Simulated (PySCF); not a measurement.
SMILES CC/C=C\OC (C5H10O) (GFN2-xTB optimised geometry):

```
16

C      1.426    -0.946     0.000
C     -0.102    -0.946     0.000
C     -0.646     0.448     0.000
C     -1.447     0.943     0.934
O     -1.879     0.211     2.004
C     -2.723     0.891     2.898
H      1.808    -0.423    -0.874
H      1.807    -1.965    -0.014
H      1.804    -0.449     0.890
H     -0.475    -1.472     0.879
H     -0.457    -1.472    -0.892
H     -0.348     1.089    -0.815
H     -1.808     1.965     0.887
H     -2.974     0.181     3.684
H     -3.643     1.225     2.405
H     -2.222     1.759     3.341
```

Level of theory: B3LYP/def2-TZVP in PySCF.

Task: What are the frontier orbital energies and the dipole moment?

Result: HOMO-2 -9.19 eV, HOMO-1 -8.82 eV, HOMO -6.01 eV, LUMO 0.59 eV, LUMO+1 1.11 eV; dipole moment 1.32 D.

Meta-Löwdin charges at B3LYP/def2-TZVP: C1 -0.32, C2 -0.19, C3 -0.18, C4 0.06, O5 -0.34, C6 -0.11, H7 0.10, H8 0.11, H9 0.11, H10 0.11, H11 0.11, H12 0.11, H13 0.10, H14 0.13, H15 0.10, H16 0.10.
